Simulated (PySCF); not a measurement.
This PySCF input asks for the NMR shieldings of `CC[C@@H]1CP1[SiH3]`, C₄H₁₁PSi; the geometry comes from GFN2-xTB.

```python
import basis_set_exchange as bse
import numpy as np
from pyscf import gto, dft
from pyscf.prop import nmr

atoms = """
C    -1.664424    1.099965   -0.759122
C    -1.139172    0.240294    0.384161
C    -0.533390   -1.045809   -0.120669
C     0.438495   -1.824028    0.708976
P     1.167364   -1.160261   -0.858789
Si    2.209080    0.677991   -0.104101
H    -2.078473    2.031710   -0.381151
H    -2.443375    0.571512   -1.304328
H    -0.859288    1.330245   -1.454263
H    -0.398121    0.802603    0.957529
H    -1.964251   -0.009714    1.060087
H    -1.250142   -1.655160   -0.668883
H     0.313710   -2.898753    0.757629
H     0.768402   -1.386469    1.642294
H     2.312215    0.726650    1.360156
H     1.562311    1.913098   -0.553780
H     3.552060    0.598158   -0.675656
"""
names = dict.fromkeys(["C", "P", "Si", "H"], "pcSseg-1")
basis = {el: gto.basis.parse(bse.get_basis(n, elements=[el], fmt="nwchem")) for el, n in names.items()}
mol = gto.M(atom=atoms, basis=basis, charge=0, verbose=0)
mf = dft.RKS(mol, xc="PBE0")
mf.grids.level = 2
mf.grids.alignment = dft.numint.BLKSIZE   # the property module wants whole blocks of grid points
mf.conv_tol = 1e-9
mf.kernel()

calc = nmr.RKS(mf)   # GIAO
C = mf.mo_coeff
Co = C[:, mf.mo_occ > 0]
resp = mf.gen_response(singlet=True, hermi=2)
def vind(x):   # induced exchange potential for any number of trial vectors
    d = np.einsum("pi,xij,qj->xpq", C, 2 * x.reshape(-1, C.shape[1], Co.shape[1]), Co, optimize=True)
    return np.einsum("xpq,pi,qj->xij", resp(d - d.transpose(0, 2, 1)), C, Co, optimize=True).ravel()
mo1, _ = nmr.rhf.solve_mo1(calc, with_cphf=vind)
sigma = calc.kernel(mo1)
for i, s in enumerate(sigma):   # ppm
    w = np.linalg.eigvalsh((s + s.T) / 2)
    print("%2d %-2s iso %8.1f  s11 %8.1f  s22 %8.1f  s33 %8.1f" % (i, mol.atom_pure_symbol(i), w.mean(), *w))
```

Question: Give the expected output.

Answer: 
```
 0 C  iso    169.3  s11    157.3  s22    163.5  s33    186.9
 1 C  iso    153.9  s11    136.4  s22    154.1  s33    171.3
 2 C  iso    159.7  s11    127.8  s22    158.2  s33    193.1
 3 C  iso    166.1  s11    141.7  s22    166.5  s33    190.1
 4 P  iso    634.5  s11    396.2  s22    549.8  s33    957.5
 5 Si iso    422.9  s11    371.1  s22    426.5  s33    471.2
 6 H  iso     30.5  s11     26.0  s22     26.9  s33     38.5
 7 H  iso     30.5  s11     26.3  s22     28.2  s33     37.0
 8 H  iso     30.5  s11     25.4  s22     31.3  s33     34.7
 9 H  iso     31.2  s11     26.8  s22     31.2  s33     35.5
10 H  iso     29.2  s11     23.4  s22     28.2  s33     36.0
11 H  iso     30.3  s11     23.5  s22     27.8  s33     39.5
12 H  iso     30.1  s11     24.4  s22     24.9  s33     40.9
13 H  iso     30.7  s11     25.2  s22     28.4  s33     38.4
14 H  iso     28.2  s11     24.2  s22     26.3  s33     34.2
15 H  iso     27.9  s11     23.5  s22     27.2  s33     32.9
16 H  iso     27.8  s11     24.1  s22     25.2  s33     34.2
```

These numbers come from an equivalent density-fitted implementation of the same equations, which agrees with the script to about 0.01 ppm for H and up to a few tenths of a ppm for heavy atoms, so last digits may differ.

Size and cost of the density-fitted run: 171 basis functions, of the order of 60 core-seconds.
